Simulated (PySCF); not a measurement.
Ga(H)(Cl)(OMe) (CH4ClGaO), SMILES C[O][GaH][Cl].

Geometry optimised at PBE0-D3(BJ)/def2-SVP. The structure was generated by enumeration; whether it is a known compound was not checked. The values are those of a single conformer.

Method: PySCF with IEF-PCM-B3LYP/def2-SVP.

The values are the electrostatic part of the solvation free energy, E(continuum) − E(gas) at the gas-phase geometry, in a cavity of scaled van der Waals radii (PySCF's table); cavitation and dispersion terms are not included. A continuum can't describe solvent molecules that bind to the metal. In vacuum the orbital gap is 6.53 eV. The dipole moment in vacuum is 2.55 D.

Computed values in water (ε = 78.36), diethylether (ε = 4.24), benzene (ε = 2.27):
```
solvent           ε  ΔG(elec) (kcal/mol)  dipole (D)  gap (eV)
------------  -----  -------------------  ----------  --------
water         78.36                 -5.0        3.33      6.80
diethylether   4.24                 -3.3        3.06      6.70
benzene        2.27                 -2.1        2.88      6.64
```
